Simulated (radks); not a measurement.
The gadolinium ion Gd56+, 8 electrons, occupied as [He] 2s2 2p4. Calculated with a radial shooting solver on a logarithmic mesh with Libxc functionals: Dirac Kohn-Sham, PBE, spin-unpolarised, spherical densities, point nucleus; open shells fill j = l - 1/2 first.

Spin-orbit splittings of the eigenvalues, e(l+1/2) - e(l-1/2), with zeta = 2 splitting/(2l+1) and mean radii in bohr:

| shell | occ. | splitting (eV) | zeta (eV) | <r> j=l-1/2 | <r> j=l+1/2 |
|---|---|---|---|---|---|
| 2p | 4 | 746.9 | 498.0 | 0.07491 | 0.08128 |
| 3p | 0 | 208.5 | 139.0 | 0.1993 | 0.2084 |
| 3d | 0 | ? | ? | 0.1774 | 0.1804 |

Estimate the 3d splitting.

Answer. 53.88 eV (zeta = 21.55 eV).
